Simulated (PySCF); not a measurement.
A structure optimised at B3LYP-D3(BJ)/def2-SVP, used in a PySCF frequency run:

```xyz
7

C      0.0000     0.0000     2.6911
C      0.0000     0.0000     1.4760
Si     0.0000     0.0000    -0.3232
F      1.2935    -0.7468    -0.8980
F      0.0000     1.4937    -0.8980
F     -1.2935    -0.7468    -0.8980
H      0.0000     0.0000     3.7670
```

Write its SMILES, formula and point group.

C#C[Si](F)(F)F, C₂HF₃Si, C3v

What are its rotational constants (standard atomic weights)?

3.9745, 2.1097, 2.1097 GHz
